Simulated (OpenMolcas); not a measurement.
# S: the spin-orbit constant, thermal populations, Slater's ratio, worked from levels

```yaml
Program: OpenMolcas
Basis: ANO-RCC-VDZP [4s3p1d]
Scalar_Hamiltonian: DKH2, point nucleus
Active_space: 6 electrons in 4 orbitals (3s 3p)
State_averaging: 2S+1 = 3 even, 3 roots; 2S+1 = 1 even, 6 roots; 2S+1 = 3 odd, 3 roots (0 in the spin-orbit step)
Spin-orbit_coupling: state interaction with AMFI integrals over the reference wave functions, term energies averaged over their components
```

Methods: CASSCF; SS-CASPT2, IPEA 0.25 Eh, imaginary shift 0.1 Eh (closed shells correlated: 2s 2p). Measured levels: NIST Handbook of Basic Atomic Spectroscopic Data.

**The spin-orbit constant.** For the Hund term ³P of p4, E(J) = (A/2) J(J+1) + constant and ζ = -2S·A = -2A. From J = 0 to J = 2 the energy changes by 3 A.

```
   Source  E(2) - E(0)       A    ζ
   CASSCF       -541.5  -180.5  361
SS-CASPT2       -542.7  -180.9  362
 measured       -573.6  -191.2  382
```

All in cm-1. SS-CASPT2 is off by -5.4 % and CASSCF by -5.6 %. Both methods take the spin-orbit matrix elements from the reference wave functions, so the second can move ζ only through the term energies and any multistate remixing. Second-order mixing with other terms is absorbed into this ζ.

**Thermal populations.** Z = Σ (2J + 1) exp(-E/kT) with k = 0.695035 cm-1/K, over the levels below. No other level of either list lies under 52600 cm-1, which is above 7 kT at each temperature.

```
      Level  2J + 1  SS-CASPT2  measured
3s² 3p⁴ ³P₂       5        0.0       0.0
3s² 3p⁴ ³P₁       3        372       396
3s² 3p⁴ ³P₀       1        543       574
3s² 3p⁴ ¹D₂       5      10560      9239
3s² 3p⁴ ¹S₀       1      22450     22180
```

```csv
T (K),"Z, SS-CASPT2","Z, measured levels","Ground level (%), SS-CASPT2","Ground level (%), measured levels"
3000,8.312,8.300,60.2,60.2
5000,8.792,8.877,56.9,56.3
8000,9.479,9.663,52.7,51.7
```

At 8000 K, kT = 5560 cm-1, and the computed levels give Z = 5.000 + 2.806 + 0.907 + 0.748 + 0.018 = 9.479.

**Slater's ratio.** With one set of orbitals, p4 has ¹D - ³P = 6 F2 and ¹S - ¹D = 9 F2 (F2 = F²/25), a ratio of 3/2. Term energies are centres of gravity, weighted by 2J + 1.

```tsv
Source	¹D - ³P	¹S - ³P	F2 from the first	Ratio
CASSCF	11529	21248	1922	0.843
SS-CASPT2	10380	22266	1730	1.145
measured	9043	21984	1507	1.431
```

Energies in cm-1. A ratio away from 3/2 shows effects beyond one configuration with one set of orbitals, and in heavier atoms second-order spin-orbit shifts. In CASSCF the valence s occupation is 1.93 in ¹S against 2.00 in ¹D: mixing out of s² acts most on ¹S and pulls it down.

CASPT2 breaks the degeneracy within a term, and the mean is taken; among the terms shown or strongly mixed into the levels shown the widest spread is 160 cm-1 (3s² 3p⁴ ¹D, SS-CASPT2). No level of 3s 3p⁵ was computed, though it lies in the active space. Without dynamic correlation excited terms often stand tens of per cent too high (terms of higher spin than the ground term too low), and those without a measured partner can miss by more than the paired ones (holds for CASSCF). Measured partners are found by configuration, term and J. A level has none where our copy of the source lacks it or the pairing is in doubt (some pairs that miss far off the trend of their configuration count as doubtful), and it then counts in no deviation. Levels of configurations outside the active space are missing.
